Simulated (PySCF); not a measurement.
A structure optimised at PBE0-D3(BJ)/def2-SVP, used in a PySCF frequency run:

```
Si
O 1 1.6528
H 2 0.9637 1 115.84
O 1 1.6557 2 108.26 3 -41.35
H 4 0.9621 1 115.47 2 147.29
O 1 1.6641 2 113.89 3 74.22
H 6 0.9616 1 116.90 2 66.87
Ge 1 2.3668 2 105.44 3 -163.72
H 8 1.5381 1 111.94 2 55.76
H 8 1.5419 9 108.24 1 -121.67
H 8 1.5425 9 108.25 10 -115.91
```

Task: Write its SMILES and formula.

Result: O[Si](O)(O)[GeH3], GeH6O3Si

Task: What are its rotational constants (standard atomic weights)?

Result: 3.7577, 1.3729, 1.3448 GHz
